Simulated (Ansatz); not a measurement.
Total energies of `CC[N](C)[Hf]([Cl])([Cl])[Cl]`.

```xyz
16

C    -1.270    0.793    1.488
C     0.142    0.318    1.188
N     0.346   -0.082   -0.192
C     0.320    1.001   -1.157
Hf    0.693   -1.852   -1.014
Cl    2.788   -1.718   -2.072
Cl    0.648   -3.447    0.699
Cl   -0.984   -2.206   -2.622
H    -1.996    0.009    1.264
H    -1.361    1.053    2.545
H    -1.534    1.679    0.907
H     0.862    1.110    1.438
H     0.381   -0.534    1.831
H    -0.663    1.480   -1.220
H     1.073    1.762   -0.916
H     0.554    0.633   -2.165
```

The species carries charge 0 and has multiplicity 1. Correlated methods include outer-core shells of Hf, which these sets cover unevenly. Hf takes the def2 core potential. Geometry: relaxed with PBE0-D4/def2-TZVP. It is one conformer, not always the lowest. Basis def2-TZVPP, Ansatz.

RPA on PBE orbitals: Hartree–Fock energy of these orbitals -1598.98866 Eh, correlation -2.61174 Eh (frozen core).

```
             functional  energy without D4 (Eh)  D4 term (kJ/mol)
            LDA (SPW92)             -1596.76454                 –
                    PBE             -1602.12524             -47.3
                 revPBE             -1602.63922            -122.5
                   BLYP             -1602.78093             -97.7
                 r2SCAN             -1602.73976             -13.1
                 B97M-V             -1602.55989                 –
                   PBE0             -1602.22880             -41.5
                  B3LYP             -1602.97190             -75.2
                r2SCANh             -1602.71031             -14.1
                r2SCAN0             -1602.66828             -15.6
HSE06 (plane-wave form)             -1602.19435             -39.3
                  BHLYP             -1602.69359             -63.6
              CAM-B3LYP             -1602.80920             -43.3
                LC-ωPBE             -1602.43778                 –
                ωB97X-V             -1602.63059                 –
                ωB97M-V             -1602.67390                 –
                 B2PLYP             -1602.26017                 –
               PBE-QIDH             -1601.88349                 –
```

B3LYP takes the VWN-RPA correlation (the form of Gaussian; ORCA's B3LYP/G). HSE06 is the plane-wave form, built on full-range PBE exchange. The double hybrids freeze the cores in their second-order part.

LC-ωPBE has ω = 0.4 bohr⁻¹.
